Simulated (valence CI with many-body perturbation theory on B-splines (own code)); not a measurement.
Hyperfine factors and g values of Hg6+

Computed by configuration interaction combined with many-body perturbation theory (CI+MBPT): six valence electrons over a frozen Dirac-Fock core [Xe] 4f14, a basis of 7 s, 7 p, 8 d, 6 f, 4 g, 1 h functions for each j, with the one-electron correlation potential Σ1, the two-electron term Σ2, the three-electron term Σ3, Breit, model QED; selected CI, second order for the rest, scaled by the run's own slope (own B-spline code, finite nucleus).

No measured spectrum was set against this ion. As an estimate, terms of the open shell hold to 2 to 4 % of their energy, and close levels can change places; different configurations can be misplaced against each other by 1,000 to 8,000 cm⁻¹. Among the levels kept, up to 750 cm⁻¹ of a level comes from second order outside the variational space, and about a tenth of that is noise between levels of different J, which matters for small intervals. Only levels of the ground parity were solved; by the run's estimate the other parity begins above the list, which can be wrong where configurations are misplaced.

A/g_I is the dipole constant over the nuclear g factor μ/I (μ in nuclear magnetons, uniformly magnetised nucleus), B/Q the quadrupole constant per barn. Both hold the static response of the core; the bare values leave it out. Large factors of s and p1/2 electrons are usually good to 5 to 10 %; those of open d and f shells near neutrality can be off by tens of per cent, and small factors of p3/2, d and f electrons come from cancelling terms and can be off by a factor of two or in sign, in half-filled shells by more. B is blank for J = 1/2, where it vanishes, and for nearly pure S terms. Energies count from the lowest level. Levels with J = 0 are left out.

Levels are named by their leading jj configuration (3d3/2^4 stands for four electrons in 3d with j = 3/2), which in mixed levels can hold well under half, so a name can repeat and another be missing. Letters in brackets count levels of one name in rising energy.

```csv
Level,E (cm⁻¹),g,A/g_I (MHz),A/g_I bare,B/Q (MHz/b),B/Q bare
(5d3/2^4 5d5/2^2) J=4,0.0,1.413,-354,1010,2650,2330
(5d3/2^4 5d5/2^2) J=2,7594,1.411,-360,972,-814,-674
(5d3/2^3 5d5/2^3) J=3 [a],11638,1.456,-764,606,355,327
(5d3/2^3 5d5/2^3) J=1 [a],15859,1.443,-587,815,-879,-729
(5d3/2^3 5d5/2^3) J=4,20490,1.078,1110,1330,1840,1620
(5d3/2^3 5d5/2^3) J=5,26662,1.122,1050,1500,1060,957
(5d3/2^3 5d5/2^3) J=6,27249,1.132,1110,1660,-2110,-1900
(5d3/2^2 5d5/2^4) J=2 [a],30663,1.167,553,999,-1560,-1350
(5d3/2^3 5d5/2^3) J=3 [b],31940,1.005,1750,1920,1040,903
(5d3/2^3 5d5/2^3) J=2 [a],33602,1.073,1320,1660,-411,-371
(5d3/2^2 5d5/2^4) J=4 [a],40450,0.980,1730,1730,-508,-403
(5d3/2^3 5d5/2^3) J=1 [b],40791,0.811,2330,1770,1170,996
(5d3/2^3 5d5/2^3) J=2 [b],42701,1.197,624,1300,2250,2020
(5d3/2^2 5d5/2^4) J=4 [b],42993,1.114,1290,1820,-158,-139
(5d3/2^2 5d5/2^4) J=5,45039,1.111,1220,1700,-1600,-1360
(5d3/2^2 5d5/2^4) J=3 [a],45498,1.267,324,1160,-1610,-1450
(5d3/2^2 5d5/2^4) J=3 [b],48935,0.944,2130,2100,-204,-150
(5d3/2^2 5d5/2^4) J=6,50289,1.034,1620,1870,-2600,-2240
(5d3/2^3 5d5/2^3) J=3 [c],50801,1.010,1670,1850,-2300,-1960
(5d3/2^2 5d5/2^4) J=1,55655,1.260,278,1180,-33.2,29.2
(5d3/2^2 5d5/2^4) J=4 [c],58271,1.044,1630,1950,399,315
(5d3/2^2 5d5/2^4) J=2 [b],59214,1.060,1470,1810,-1330,-1210
(5d3/2 5d5/2^5) J=1,64308,1.487,-1230,-6.31,-671,-599
(5d3/2^2 5d5/2^4) J=2 [c],69246,0.752,3170,2650,-941,-821
(5d3/2^2 5d5/2^4) J=4 [d],69661,1.190,781,1460,-2860,-2480
```

**Question.** Take the isotope of mass number 201, with I = 3/2, μ = -0.558 μN and Q = 0.387 b. What is the hyperfine structure of (5d3/2^3 5d5/2^3) J=4?

**Answer.** From the table A = -411 MHz, B = 711 MHz. Shifts from the centre of gravity in MHz: F = 5/2: 3430, F = 7/2: 1500, F = 9/2: -517, F = 11/2: -2290.
